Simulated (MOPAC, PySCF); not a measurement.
Bond stretch in H₂S₂, SMILES SS. The S1–S3 bond (S1 also carries H; S3 carries H) is varied alone, starting from the PBE0/def2-TZVP optimised geometry.

- AM1, restricted, heats of formation (MOPAC)
- UKS-wB97X-V = unrestricted wB97X-V/cc-pVDZ in PySCF 2.14.0
- UMP2 = PySCF 2.14.0 with MP2 on UHF/cc-pVDZ, 10 core orbitals frozen
- UKS-r2SCAN = PySCF with unrestricted r2SCAN/cc-pVDZ

Energies are in kJ/mol, each relative to the lowest point of its own curve near equilibrium.

```
R / Å    AM1  UKS-wB97X-V   UMP2  UKS-r2SCAN
-----  -----  -----------  -----  ----------
1.65   214.3        323.6  339.6       321.4
1.75   106.1        157.4  167.5       157.5
1.83    52.3         77.5   84.1        78.7
1.93    17.0         22.5   25.8        23.9
2.01     4.4          3.5    4.5         4.1
2.05     1.3          0.0    0.0         0.0
2.13     0.0          2.1    0.1         0.2
2.15     0.7          4.1    1.7         1.7
2.23     8.5         16.9   12.5        11.8
2.40    51.5         60.1   61.8        47.7
2.52    98.0         97.2  124.2        78.6
2.79   215.2        177.6  188.6       149.9
3.08   330.7        219.9  213.0       205.1
3.38   426.6        239.6  223.3       231.9
3.68   498.2        249.3  228.1       244.7
4.05   558.9        255.0  230.7       252.1
4.50   604.8        258.0  232.2       255.8
5.07   637.8        259.6  233.1       257.5
5.49   653.0        260.1  233.4       257.9
6.15   669.5        260.4  233.7       258.2
7.24   687.7        260.6  233.9       258.3
```

At the longest distance, 7.24 Å, AM1 lies highest above its minimum (687.7 kJ/mol) and UMP2 lowest (233.9 kJ/mol).

The restricted form behind AM1 keeps the bonding electrons paired and can't separate into open-shell fragments. The unrestricted solution behind UKS-wB97X-V changes between 2.79 and 3.08 Å, which can leave a kink. The unrestricted determinant behind UKS-wB97X-V is spin-contaminated at 2.79 to 7.24 Å (<S²> up to 1.0, against 0.00 for a pure singlet). The unrestricted determinant behind UMP2 is spin-contaminated at 2.40 to 7.24 Å (<S²> up to 1.0, against 0.00 for a pure singlet). The unrestricted determinant behind UKS-r2SCAN is spin-contaminated at 3.08 to 7.24 Å (<S²> up to 1.0, against 0.00 for a pure singlet).
